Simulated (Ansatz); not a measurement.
Program: Ansatz 0.2.0.

`CBCCO` at its PBE0-D4/def2-TZVP geometry, where that method's forces vanish. Charge 0, multiplicity 1.

```csv
atom,x (Å),y (Å),z (Å)
C1,-1.675,-1.043,0.285
B2,-1.132,0.410,0.433
C3,0.334,0.862,0.138
C4,1.300,-0.156,-0.432
O5,2.628,0.320,-0.535
H6,-1.056,-1.733,-0.291
H7,-2.701,-1.069,-0.092
H8,-1.744,-1.445,1.308
H9,-1.882,1.251,0.856
H10,0.278,1.748,-0.515
H11,0.737,1.265,1.080
H12,1.358,-1.031,0.221
H13,0.940,-0.511,-1.408
H14,2.615,1.132,-1.049
```

Question: For each bond, give half the difference of the two atoms' forces along it (eV/Å; positive pushes the atoms apart) under PBE-D4, r2SCAN-D4, B3LYP-D4, ωB97M-V in def2-TZVPP. (Estimate.)

Answer: The calculation gave: 
```csv
bond,length (Å),PBE-D4,r2SCAN-D4,B3LYP-D4,ωB97M-V
C1–B2,1.558,-0.07,0.00,0.08,0.10
C1–H6,1.091,0.12,-0.02,-0.04,-0.06
C1–H7,1.094,0.14,-0.01,-0.04,-0.06
C1–H8,1.102,0.16,0.01,-0.03,-0.06
B2–C3,1.563,-0.10,-0.02,0.01,0.06
B2–H9,1.204,0.06,-0.04,-0.15,-0.16
C3–C4,1.514,-0.04,0.05,0.14,0.11
C3–H10,1.102,0.15,-0.01,-0.07,-0.09
C3–H11,1.101,0.16,-0.01,-0.08,-0.10
C4–O5,1.414,0.33,0.30,0.32,0.26
C4–H12,1.093,0.11,-0.06,-0.14,-0.14
C4–H13,1.100,0.09,-0.06,-0.13,-0.14
O5–H14,0.961,0.40,0.01,-0.04,-0.10
```

B3LYP here is the variant with VWN-RPA as its local correlation; programs differ in this.
